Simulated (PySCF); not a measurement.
C₄H₃ClSi, SMILES [SiH](Cl)(C#C)C#C.

Geometry: B3LYP-D3(BJ)/def2-SVP.

Two levels are set side by side: TDA-PBE/def2-SVPD (PySCF) and TDA-M06-2X/def2-SVPD (PySCF). Vertical, same geometry. The lowest singlet is HOMO→LUMO 57 %, HOMO−1→LUMO 40 % with PBE and HOMO−2→LUMO 26 %, HOMO→LUMO 21 %, HOMO→LUMO+1 14 %, HOMO−2→LUMO+1 7 % with the other functional; states are paired by order. Differences are taken from unrounded values.

```csv
quantity,TDA-M06-2X,TDA-PBE,TDA-PBE minus TDA-M06-2X
lowest singlet excitation (eV),5.41,5.23,-0.18
lowest triplet excitation (TDA) (eV),4.95,4.57,-0.38
```

Functionals without exact exchange tend to place singlet excitations lower, as here. Differences between two approximate levels are no errors against the true value.

Rough cost on one machine, each run with all the roots and properties that it gave: TDA-M06-2X against TDA-PBE about 10 times.
